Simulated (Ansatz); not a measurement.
Compare A (`NCC[SiH2]N`) with its isomer B (`CN[SiH2]NC`).

Isolated molecules relaxed with PBE0-D4/def2-TZVP in Ansatz; ΔE leaves out vibrations. CCSD(T)/CBS adds triple-zeta CCSD(T) − MP2 to the extrapolated MP2 energy (def2 sets, frozen cores). DFT in def2-TZVPP. B3LYP here is the variant with VWN-RPA as its local correlation; programs differ in this. Each species was taken in one conformer, which may not be the lowest.

A:

```xyz
15

N     2.208    0.845    0.972
C     1.001    0.725    0.166
C    -0.003   -0.206    0.823
Si   -1.645   -0.335   -0.077
N    -1.596   -0.941   -1.687
H     2.887    1.442    0.515
H     2.643   -0.064    1.084
H     0.563    1.725    0.076
H     1.194    0.376   -0.861
H     0.424   -1.214    0.910
H    -0.197    0.134    1.848
H    -2.241    1.028   -0.155
H    -2.526   -1.240    0.711
H    -1.290   -0.361   -2.450
H    -1.424   -1.914   -1.874
```

B:

Z-matrix (Å, degrees):
```
C
N 1 1.444
H 1 1.097 2 113.4
H 1 1.095 2 111.4 3 -121.9
H 1 1.092 2 109.3 3 119.7
Si 2 1.711 1 125.8 3 -97.5
H 2 1.008 1 113.9 3 64.8
N 6 1.709 2 109.2 1 -148.6
H 6 1.495 2 103.0 1 -23.9
H 6 1.494 2 117.3 1 94.7
C 8 1.445 6 125.2 2 58.3
H 8 1.007 6 117.8 2 -140.7
H 11 1.092 8 109.2 6 -23.7
H 11 1.095 8 111.5 6 -141.9
H 11 1.098 8 113.2 6 96.2
```

Q: Which is lower in electronic energy at CCSD(T)/CBS, and by how much? (An estimate is asked.)

A: Computed: B, by 22.4 kJ/mol.

Q: Give E(B) − E(A) in kJ/mol with CCSD/def2-TZVPP, B2PLYP, B3LYP, ωB97M-V, B3LYP-D4, HF/def2-TZVPP, CCSD(T)/def2-TZVPP. (Best estimate.)

A: Computed: CCSD/def2-TZVPP -25.2, B2PLYP -28.6, B3LYP -30.5, ωB97M-V -24.0, B3LYP-D4 -31.4, HF/def2-TZVPP -35.8, CCSD(T)/def2-TZVPP -23.8. None reverses the order clearly.

Largest T1 diagnostic: 0.010.

In def2-TZVPP, CCSD(T) changes the Hartree–Fock value by +11.9 kJ/mol (the triples alone add +1.3 kJ/mol) and MP2 by +12.4 kJ/mol.
